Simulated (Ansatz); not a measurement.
Ansatz (an electronic-structure program) input (r2SCANh/def2-TZVPD):

Ansatz 0.2 input:
```yaml
crystal:
  periodic: [false, false, false]
  atoms:
    - {symbol: C, position_ang: [3.21397100, 0.49358158, 0.38384576]}
    - {symbol: C, position_ang: [1.93605421, -0.03834177, -0.17001115]}
    - {symbol: C, position_ang: [0.69319626, 0.46731026, 0.14357000]}
    - {symbol: C, position_ang: [-0.53616443, 0.03059765, -0.33641785]}
    - {symbol: C, position_ang: [-0.64564753, -1.10166532, -1.31253196]}
    - {symbol: C, position_ang: [-1.81039312, 0.64289153, 0.16037101]}
    - {symbol: C, position_ang: [-2.64535304, -0.31488953, 1.02490294]}
    - {symbol: H, position_ang: [3.76992122, -0.27826871, 0.92784670]}
    - {symbol: H, position_ang: [3.03771181, 1.32515944, 1.06821500]}
    - {symbol: H, position_ang: [3.88094226, 0.84752257, -0.41044163]}
    - {symbol: H, position_ang: [2.01217652, -0.87263184, -0.85872205]}
    - {symbol: H, position_ang: [0.66816009, 1.29662176, 0.84803633]}
    - {symbol: H, position_ang: [-0.52228168, -2.07470692, -0.82268981]}
    - {symbol: H, position_ang: [0.11859086, -1.04089771, -2.09033647]}
    - {symbol: H, position_ang: [-1.62168211, -1.10819499, -1.80051102]}
    - {symbol: H, position_ang: [-1.58589520, 1.54387554, 0.73592118]}
    - {symbol: H, position_ang: [-2.42162353, 0.95868686, -0.69453408]}
    - {symbol: H, position_ang: [-2.91176451, -1.21748138, 0.47208076]}
    - {symbol: H, position_ang: [-3.57165217, 0.16242624, 1.35087229]}
    - {symbol: H, position_ang: [-2.08658385, -0.61901707, 1.91189029]}
basis:
  gaussian:
    orbitals: def2-TZVPD
hamiltonian:
  xc: {name: r2SCANh}
magnetization: {spin_polarized: true, initial_magnetization: 1}
output: {forces: true}
```

End of the output:

```
integrals: 0.44 GiB planned
1881 factors; their error is unknown
0.58 GiB of the device are held for the grids
2.69 GiB of device memory are held for the factors and their scratch space
mean field: 4.10 GiB planned
mean field evaluation 1: about -7450.6548 eV, gradient 6.0e1 eV
mean field evaluation 2: about -7443.0350 eV, gradient 6.9e1 eV
mean field evaluation 4: about -7467.8349 eV, gradient 5.7e0 eV
mean field evaluation 8: about -7468.0178 eV, gradient 3.1e-1 eV
mean field evaluation 16: about -7467.9480 eV, gradient 1.3e-3 eV
mean field -7467.94803327 eV, -274.4420282656 hartree, gradient 4.7e-5 eV, S^2 0.799459; 0 other end points of the search recorded, 0 dependent functions left out
the calculation of the forces begins
reference -7467.94805311 eV, -274.4420289946 hartree; 28, 27 occupied and 348, 349 virtual orbitals, 1881 factors
Total energy: -7467.94805311 eV, -274.4420289946 hartree
Atom 0 at     3.213971     0.493582     0.383846 Å, force    -0.066039    -0.018708    -0.021739 eV/Å
Atom 1 at     1.936054    -0.038342    -0.170011 Å, force     0.116697     0.023597     0.025653 eV/Å
Atom 2 at     0.693196     0.467310     0.143570 Å, force    -0.013209     0.019602     0.018057 eV/Å
Atom 3 at    -0.536164     0.030598    -0.336418 Å, force    -0.084777    -0.050397    -0.035034 eV/Å
Atom 4 at    -0.645648    -1.101665    -1.312532 Å, force     0.006932     0.048274     0.064465 eV/Å
Atom 5 at    -1.810393     0.642892     0.160371 Å, force    -0.010284    -0.096334     0.036197 eV/Å
Atom 6 at    -2.645353    -0.314890     1.024903 Å, force     0.067950     0.059043    -0.064766 eV/Å
Atom 7 at     3.769921    -0.278269     0.927847 Å, force    -0.025812     0.025731    -0.025804 eV/Å
Atom 8 at     3.037712     1.325159     1.068215 Å, force    -0.002522    -0.025645    -0.022047 eV/Å
Atom 9 at     3.880942     0.847523    -0.410442 Å, force    -0.029995    -0.018697     0.027230 eV/Å
Atom 10 at     2.012177    -0.872632    -0.858722 Å, force    -0.003593    -0.015864    -0.010551 eV/Å
Atom 11 at     0.668160     1.296622     0.848036 Å, force     0.000547     0.014609     0.011295 eV/Å
Atom 12 at    -0.522282    -2.074707    -0.822690 Å, force    -0.001371     0.025083    -0.008005 eV/Å
Atom 13 at     0.118591    -1.040898    -2.090336 Å, force    -0.013717     0.006149     0.019953 eV/Å
Atom 14 at    -1.621682    -1.108195    -1.800511 Å, force     0.010849     0.006887     0.014627 eV/Å
Atom 15 at    -1.585895     1.543876     0.735921 Å, force     0.006617    -0.006879    -0.001178 eV/Å
Atom 16 at    -2.421624     0.958687    -0.694534 Å, force     0.011431    -0.010301     0.004442 eV/Å
Atom 17 at    -2.911765    -1.217481     0.472081 Å, force     0.010765     0.017481     0.001569 eV/Å
Atom 18 at    -3.571652     0.162426     1.350872 Å, force     0.029600    -0.012391    -0.012436 eV/Å
Atom 19 at    -2.086584    -0.619017     1.911890 Å, force    -0.010068     0.008759    -0.021928 eV/Å
Dipole moment:    -0.027341    -0.032219    -0.010730 e Å
```

It need not be the lowest isomer of its formula.
